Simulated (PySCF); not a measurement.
**Vibration and rotation of SnBi⁺**

UHF-CCSD(T) constants of SnBi⁺, ³Σ⁻ (triplet), unpaired electrons π ↑↑ (PySCF, scalar-relativistic core potentials, basis sets Sn def2-SVP with ECP28, Bi def2-SVP with ECP60; masses 119.9022 and 208.9804 u):

```
ωe              : 154.5 cm⁻¹
ωexe            : 0.305 cm⁻¹
Be              : 0.026028 cm⁻¹
αe              : 6.45e-05 cm⁻¹
D (centrifugal) : 2.95e-09 cm⁻¹
```

(1) Give the vibrational terms G(v) and spacings up to v = 6.

Correlated steps freeze 8 core orbitals. These are scalar-relativistic numbers at best; spin–orbit coupling would shift them, the dissociation energy most. The state is the lowest determinant that a PBE0 search found; another state may lie lower at other levels.

## Answers

(1) G(v) = ωe(v+½) − ωexe(v+½)².

```
v  G(v) (cm⁻¹)  G(v) − G(v−1)  Bv (cm⁻¹)
0         77.2                   0.02600
1        231.1          153.9    0.02593
2        384.3          153.3    0.02587
3        537.0          152.7    0.02580
4        689.1          152.1    0.02574
5        840.5          151.4    0.02567
6        991.4          150.8    0.02561
```
